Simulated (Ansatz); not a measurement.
Consider the formal exchange of groups at the Si–Cl bond: `Cl[SiH2]Cl` + `CCNC` → `CNC[SiH2]Cl` + `CCl`.

Program: Ansatz. Geometries: PBE0-D4/def2-TZVP. ΔE: electronic, gas phase. CCSD(T)/CBS is the MP2 limit (def2-TZVPP, def2-QZVPP) plus CCSD(T) − MP2 in def2-TZVPP, frozen cores. This one scheme is used for every species. DFT in def2-TZVPP. One conformer a species, not always the lowest.

```tsv
species	B2PLYP energy (Eh)
`Cl[SiH2]Cl`	-1210.84944
`CCNC`	-174.38196
`CNC[SiH2]Cl`	-885.20915
`CCl`	-499.96809
```

**Question.** Work out ΔE.

**Answer.** ΔE = (-885.20915) + (-499.96809) − (-1210.84944) − (-174.38196) = 0.05416 Eh = +142.2 kJ/mol. CCSD(T)/CBS gives +140.8 kJ/mol.

Largest T1 diagnostic among the species: 0.009.

In def2-TZVPP, CCSD(T) changes the Hartree–Fock value by −10.3 kJ/mol (the triples alone add −1.9 kJ/mol) and MP2 by −5.0 kJ/mol. The D4 term adds −5.5 kJ/mol with B3LYP and −3.3 kJ/mol with PBE0; it sums over pairs of atoms, weighted by their polarisabilities, and B3LYP, whose exchange is more repulsive, gets the larger term. From PBE to PBE0 (25 % exact exchange), in def2-TZVPP and without D4, ΔE moves by +4.7 kJ/mol.

B3LYP here is the variant with VWN-RPA as its local correlation; programs differ in this.
